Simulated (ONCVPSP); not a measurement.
## mercury (Hg), ONCV: configuration errors across variants

```
Element                 : mercury
Generator               : ONCVPSP 4.0.1
Type                    : optimised norm-conserving Vanderbilt (ONCV)
Functional              : PBE
Relativity              : scalar-relativistic
Frozen core             : [Kr] 4d10 4f14
Valence charge          : 20
Reference configuration : 5s2 5p6 5d10 6s1 (charge +1)
Partial waves           : 5s+6s: rc 1.50 bohr, ncon 4, nbas 8, qcut 8.6 1/bohr, 2 projectors; 5p: rc 1.75 bohr, ncon 4, nbas 8, qcut 6.2 1/bohr, 2 projectors, debl 3 Ha; 5d: rc 1.55 bohr, ncon 5, nbas 8, qcut 5.5 1/bohr, 3 projectors, debl 4 Ha
Local potential         : polynomial inside 1.05 bohr (lpopt 4, dvloc0 0 Ha)
Core correction         : none
```

All-electron excitation energies from the reference (eV): (1) 5s2 5p6 5d10 6s2 -10.688; (2) 5s2 5p6 5d10 6s0 18.976; (3) 5s2 5p6 5d9 6s0 54.502; (4) 5s2 5p6 5d10 6s1 6p1 -4.649.

A true bound ghost makes a file unfit for plane-wave use even where its test errors are small: the radial tests pick states by their node count and pass the ghost by.

Errors AE − PS in meV (a dash: test not solved or not reliable):

| change | (1) | (2) | (3) | (4) | bound ghosts | GHOST(+) flags above zero |
| --- | --- | --- | --- | --- | --- | --- |
| base | +3.1 | -7.5 | -15 | +2.2 | none | s |
| all radii scaled by about 0.80 (s 1.20, p 1.38, d 1.24 bohr); local potential polynomial inside 0.84 bohr (lpopt 4, dvloc0 0 Ha) | +3.3 | -6.4 | -13 | +2.0 | d | s, d |
| all radii scaled by about 0.85 (s 1.28, p 1.50, d 1.32 bohr); local potential polynomial inside 0.90 bohr (lpopt 4, dvloc0 0 Ha) | +3.2 | -6.6 | -14 | +2.0 | none | s, d |
| all radii scaled by about 0.92 (s 1.38, p 1.60, d 1.42 bohr); local potential polynomial inside 0.96 bohr (lpopt 4, dvloc0 0 Ha) | +3.2 | -7.0 | -14 | +2.1 | none | s |
| all radii scaled by about 1.13 (s 1.70, p 1.98, d 1.74 bohr); local potential polynomial inside 1.18 bohr (lpopt 4, dvloc0 0 Ha) | +2.9 | -8.5 | -14 | +2.2 | none | none |
| all radii scaled by about 1.17 (s 1.76, p 2.04, d 1.82 bohr); local potential polynomial inside 1.22 bohr (lpopt 4, dvloc0 0 Ha) | +2.9 | -8.8 | -16 | +2.2 | none | d |
| all radii scaled by about 1.25 (s 1.88, p 2.20, d 1.94 bohr); local potential polynomial inside 1.32 bohr (lpopt 4, dvloc0 0 Ha) | +2.7 | -9.6 | -16 | +2.3 | none | none |
| all radii scaled by about 1.30 (s 1.96, p 2.28, d 2.02 bohr); local potential polynomial inside 1.36 bohr (lpopt 4, dvloc0 0 Ha) | +2.4 | -10 | -17 | +2.1 | none | s |

Task: Give the same row for: all radii scaled by about 1.04 (s 1.56, p 1.82, d 1.62 bohr); local potential polynomial inside 1.10 bohr (lpopt 4, dvloc0 0 Ha).

Result: +3.0, -7.8, -15, +2.2; bound ghosts: none; GHOST(+) flags above zero: s.
